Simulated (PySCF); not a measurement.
Constitutional and geometric isomers with formula C2H4Si. Gas-phase values, no solvent. One relaxed conformer stands for each flexible species; it need not be the lowest. Strings in code marks are SMILES.

The HOMO–LUMO gap from two functionals at the same geometries (B3LYP-D3(BJ)/def2-TZVP), both in PySCF: PBE-D3(BJ)/def2-TZVP and B3LYP-D3(BJ)/def2-TZVP. B3LYP has the VWN-RPA correlation part, as in Gaussian. 

| species | B3LYP-D3(BJ)/def2-TZVP (eV) |
|---|---|
| `C(=C)=[SiH2]` | 4.80 |
| `C1=C[SiH2]1` | 6.80 |
| `[SiH3]C#C` | 7.78 |
| `C1C[Si]1` | 3.71 |
| `C=C[SiH]` (C–C–Si–H torsion 179°) | 3.27 |

Problem. What does PBE-D3(BJ)/def2-TZVP give for each?

Solution. 
- `C(=C)=[SiH2]`: 3.43
- `C1=C[SiH2]1`: 4.98
- `[SiH3]C#C`: 6.07
- `C1C[Si]1`: 2.16
- `C=C[SiH]` (C–C–Si–H torsion 179°): 1.69
Over these rows, drawn at random from the members with no instability flagged (it was tested for open shells, ions and some series alone), PBE minus B3LYP-D3(BJ): mean -1.61 eV, from -1.82 eV to -1.37 eV.
